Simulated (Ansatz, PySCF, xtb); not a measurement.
Complex: CH2O2 (SMILES O=CO) (first 5 atoms) with H2Se (SMILES [SeH2]); geometry from B3LYP-D3(BJ)/def2-TZVP.
(charge 0, multiplicity 1):
```xyz
8

O      1.06929    -0.99984     0.84770
C      0.46778    -0.55172    -0.09122
O     -0.59998     0.24658    -0.02903
H      0.72738    -0.74761    -1.14022
H     -0.82289     0.41492     0.91342
Se    -1.00958     0.53386     3.41711
H      0.12604    -0.35647     3.12627
H     -1.94009    -0.60440     3.46028
```

Counterpoise-corrected where a basis set is named; no monomer relaxation. Rows marked so take none.

Rows in 6-31G* carry no dispersion term and start afresh at each structure (6-31G* with six Cartesian d functions); the Pople sets are all-electron and without relativity.

Run with Ansatz (Gaussian basis) for Hartree–Fock, density functionals and correlated methods; PySCF for 6-31G* rows, the dispersion terms; xtb for the GFN methods. 

**Question.** One of these levels gives -4.91 kcal/mol for the interaction energy. Name it.
A) B3LYP-D3(BJ)/def2-TZVPPD
B) B3LYP/6-31G*
C) GFN1-xTB
D) B3LYP/6-31G* (no counterpoise)

**Answer.** D, B3LYP/6-31G* (no counterpoise). The others give -7.08 (GFN1-xTB), -3.43 (B3LYP/6-31G*), -5.58 (B3LYP-D3(BJ)/def2-TZVPPD)

Ansatz is an electronic-structure program.
